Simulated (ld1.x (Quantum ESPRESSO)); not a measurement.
Transferability test, TM potential for indium

```json
{"Element": "In", "Generator": "ld1.x (Quantum ESPRESSO) 7.5", "Type": "norm-conserving Troullier–Martins (Kleinman–Bylander form)", "Functional": "PBE", "Relativity": "scalar-relativistic", "Frozen core": "[Kr] 4d10", "Valence charge": "3", "Reference configuration": "5s2 5p0.5 (charge +0.5)", "Partial waves": "5p (bound): rc 2.80 bohr; 5d channel at 0.35 Ry: rc 2.65 bohr; 5s (bound): rc 2.25 bohr", "Local potential": "the s channel", "Core correction": "a·sin(br)/r model core inside 1.95 bohr"}
```

Energies are relative to the spin-unpolarised reference configuration 5s2 5p0.5; without spin polarisation the order of configurations can differ from experiment.

Problem. Give the all-electron excitation energy and the error of the potential for: 5s2 5p1; 5s2 5p0; 5s1 5p0; 5s1 5p2; 5s0 5p3; 5s1 5p1; 5s2 5p1.3.

Solution.

```tsv
valence configuration	charge	ΔE all-electron (eV)	error AE − PS (meV)
5s2 5p1	0	-1.940	-1.5
5s2 5p0	+1	3.423	-6.0
5s1 5p0	+2	22.657	-171
5s1 5p2	0	3.901	-13
5s0 5p3	0	10.007	-66
5s1 5p1	+1	10.016	-42
5s2 5p1.3	-0.3	-2.472	-3.0
```
